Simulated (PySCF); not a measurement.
How methods differ on the ionisation energy of Hf⁵⁶⁺

Hf⁵⁶⁺ [Ne] 3s2 3p4 (3P) → Hf⁵⁷⁺ [Ne] 3s2 3p3 (4S), as a difference of total energies. Computed with PySCF 2.14 in an uncontracted even-tempered set (17 s from 14 bohr⁻², ratio 2.5; 12 p from 18 bohr⁻², ratio 2.5; 4 d from 74 bohr⁻², ratio 2.7; 4 f from 110 bohr⁻², ratio 2.7), with scalar relativity by spin-free X2C-1e. Correlated levels: outer shells: 1s2 frozen; virtual orbitals above 40 to 60 times the deepest correlated orbital energy dropped. The calculations carry no spin-orbit coupling.

| method | ionisation energy (eV) |
| --- | --- |
| UHF | 5677.8 |
| LDA | 5680.4 |
| PBE | 5681.9 |
| PBE0 | 5681.3 |
| r2SCAN | 5681.0 |
| B3LYP | 5682.0 |
| BHandHLYP | 5680.8 |
| MP2 (outer shells) | 5679.0 |
| SCS-MP2 (outer shells) | 5679.0 |

Spin-orbit coupling is strong in these open shells (close to jj coupling). The scalar numbers leave it out and a first-order estimate fails, so it can dominate the gap to the real levels.

The ground level that NIST lists for one species does not belong to the high-spin term computed here, so part of any gap is the choice of state.

Breit and QED terms and the two-electron picture change are absent.

For comparison: 5595 ± 5 eV (theoretical estimate listed by NIST; NIST Atomic Spectra Database, ionization energies).
